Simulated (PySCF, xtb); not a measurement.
C₆H₆O, SMILES C#C[C@H]1COC1=C.

Harmonic wavenumbers (cm⁻¹) from GFN2-xTB (xtb 6.7.1) at its own minimum, in rising order: 108, 122, 203, 310, 367, 450, 565, 649, 665, 693, 716, 827, 846, 923, 951, 1036, 1057, 1101, 1114, 1133, 1186, 1245, 1283, 1374, 1464, 1776, 2288, 2944, 2961, 2973, 3130, 3166, 3399.

What does PBE-D3(BJ)/def2-SVP in PySCF give at its own minimum? (Estimate from the structure and the level; the computed values follow.)

101, 130, 207, 336, 406, 493, 582, 639, 657, 675, 693, 764, 799, 881, 917, 995, 1027, 1073, 1121, 1138, 1171, 1270, 1317, 1338, 1440, 1727, 2170, 2984, 2988, 3059, 3108, 3215, 3408. Paired by order, the mean absolute difference is 31 cm⁻¹ and the zero-point energies are 61.5 and 61.2 kcal/mol.
